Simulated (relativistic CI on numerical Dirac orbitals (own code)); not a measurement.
## How well does a small relativistic CI reproduce Ti V?

Computed by Dirac-Coulomb-Breit CI, KLI orbitals optimised for each configuration, a model potential for QED, valence Slater integrals scaled by 0.85, P86 correlation energy added to each configuration (own radial code, finite nucleus).

CI space (outside the closed core [Ne]): 3s2 3p6, 3s2 3p5 3d, 3s 3p6 3d, 3s2 3p5 4s, 3s2 3p5 4p, 3s2 3p5 4d, 3s2 3p5 5s, 3s2 3p5 4f, 3s2 3p5 5p, 3s2 3p5 5d, 3s2 3p5 5f, 3s2 3p5 5g, 3s 3p6 4s, 3p6 3d2, 3p5 3d3, 3p5 3d2 4s, 3p5 3d2 4p, 3p5 3d2 4d, 3p5 3d2 5s. Double excitations out of closed p, d and f shells are left out; levels of such configurations are missing from the list, as are those of other unlisted configurations, and high levels can miss mixing partners. These lack a partner that the ground configuration has and come out too high: 3s2 3p5 4f, 3s2 3p5 5p, 3s2 3p5 5d, 3s2 3p5 5f, 3s2 3p5 5g.

```csv
Configuration,Term (tabulated),J,Measured (cm⁻¹),Computed,Error,Purity (%)
3s2 3p6,1S,0,0.0,0,0,100
3s2 3p5 3d,3P°,1,275371.9,276475,1103,100
3s2 3p5 3d,3P°,2,277310.6,278394,1084,99
3s2 3p5 3d,3F°,3,289050.2,288708,-342,98
3s2 3p5 3d,3F°,2,290778.7,290477,-301,98
3s2 3p5 3d,1D°,2,306874.5,307653,779,57
3s2 3p5 3d,3D°,3,307429.2,306987,-443,78
3s2 3p5 3d,3D° †,1,309252.1,308923,-329,100
3s2 3p5 3d,3D° †,2,309433.1,309475,42,58
3s2 3p5 3d,1F°,3,311433.8,310955,-479,77
3s2 3p5 3d,1P°,1,395320.9,398502,3181,97
3s2 3p5 4s,3P°,2,434339.4,438594,4254,100
3s2 3p5 4s,3P°,1,436849.8,441054,4204,79
3s2 3p5 4s,3P°,0,440065.2,444413,4348,100
3s2 3p5 4s,1P°,1,443752.7,447781,4028,78
3s2 3p5 4p,3S,1,481987.7,484532,2545,96
3s2 3p5 4p,3D,3,487974.6,493502,5528,100
3s2 3p5 4p,3D,2,488225.7,493849,5624,73
3s 3p6 3d,3D †,1,488928.7,539143,50214,98
3s 3p6 3d,3D †,3,492567.1,539629,47062,98
3s2 3p5 4p,3P,0,498176.4,501623,3446,98
3s2 3p5 4p,3P,1,499336.2,502879,3542,66
3s 3p6 3d,1D †,2,506224.7,569127,62903,99
3s2 3p5 4p,1S,0,514608.7,518688,4080,96
3s2 3p5 4d,2[1/2]°,0,568698.5,572337,3638,100
3s2 3p5 4d,2[7/2]°,4,571401.1,574368,2967,100
3s2 3p5 4d,2[7/2]°,3,572093.9,575011,2917,67
3s2 3p5 4d,2[5/2]°,3,574683.8,577288,2605,51
3s2 3p5 4d,2[5/2]°,3,579334.6,582041,2706,46
3s2 3p5 5s,2[3/2]°,2,607033.0,608039,1006,100
3s2 3p5 5s,2[3/2]°,1,608100.7,609140,1039,50
3s2 3p5 5s,2[1/2]°,0,612793.2,613891,1098,100
3s2 3p5 5s,2[1/2]°,1,613558.2,614667,1109,50
```

Measured levels from Corliss and Sugar, J. Phys. Chem. Ref. Data 8, 1 (1979); pairs were made by configuration, J and term (by order where the table uses no LS term), so strongly mixed levels may be paired wrongly.

Mean error by configuration (cm⁻¹): 3s2 3p5 3d 573; 3s2 3p5 4s 4209; 3s2 3p5 4p 4127; 3s2 3p5 4d 2967; 3s2 3p5 5s 1063. Over the excited levels the mean absolute error is 2533 cm⁻¹ (32 of the 44 excited levels that our extract of the source holds in range could be paired, and the others can miss by more), and the median relative error of those above 1,000 cm⁻¹ is 0.51 %. † marks terms whose computed intervals miss the measured ones by more than a factor of 2.5, or configurations far off the rest, from wrong mixing, a near crossing or a doubtful label or measurement; they are left out of the means.
